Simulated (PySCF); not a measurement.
HCl3Ge, charge +1, doublet, at a GFN2-xTB geometry (a state made from the parent by changing its charge; the spin is typed, not shown lowest). Base run: PySCF with DF-B3LYP/STO-3G.

Here is a job for PySCF.
```python
from pyscf import gto, scf, dft

mol = gto.Mole()
mol.atom = '''
    Ge   -0.01929445   -0.00138719    0.27034132
    Cl   -0.21577045    2.04019173   -0.21134258
    Cl    1.89128543   -0.81909955   -0.07563228
    Cl   -1.63154486   -1.21793090   -0.32910572
    H    -0.13006941   -0.00935147    1.82244780
'''
mol.basis = 'sto-3g'
mol.charge = 1
mol.spin = 1
mol.verbose = 4
mol.build()

mf = dft.UKS(mol)
mf.xc = 'b3lyp'
mf = mf.density_fit(auxbasis='def2-universal-jkfit')
mf.kernel()
```

Variants of this job, named by their change:

| change | basis functions | E (Eh) | HOMO (eV) | core-seconds (rough) |
|---|---|---|---|---|
| base | 46 | -3418.96567 | -14.13 | 5 |
| basis = LANL2DZ | 34 | -48.84366 | -15.06 | 7 |
| basis = 3-21G | 63 | -3441.26078 | -15.27 | 6 |
| basis = pcseg-1 | 86 | -3457.71461 | -14.96 | 10 |
| basis = 6-31G* | ___ | ___ | -14.88 | 10 |
| basis = cc-pV(D+d)Z | 101 | -3457.98197 | -14.85 | 10 |
| basis = aug-cc-pVDZ | 126 | -3457.98680 | -14.87 | 20 |
| basis = aug-pcseg-1 | 126 | -3457.72251 | -14.89 | 20 |
| basis = 6-311G** | ___ | ___ | ___ | 10 |
| basis = pc-2 | 159 | -3458.12753 | -14.91 | 20 |
| basis = cc-pVTZ | 159 | -3458.10595 | -14.90 | 20 |
| basis = def2-TZVPP | ___ | ___ | -14.89 | 20 |
| basis = def2-TZVPD | ___ | ___ | -14.88 | 30 |

What belongs in the gaps?


- basis = 6-31G*, basis functions: 88
- basis = 6-31G*, E (Eh): -3457.64790
- basis = 6-311G**, basis functions: 128
- basis = 6-311G**, E (Eh): -3457.98871
- basis = 6-311G**, HOMO (eV): -14.93
- basis = def2-TZVPP, basis functions: 188
- basis = def2-TZVPP, E (Eh): -3458.04794
- basis = def2-TZVPD, basis functions: 201
- basis = def2-TZVPD, E (Eh): -3458.04925

Totals compare only among sets that treat the same electrons; sets with core potentials leave the core out.

Open shells are given as the SCF converged; they aren't shown to be the lowest states, and a large step between rows can be another state.
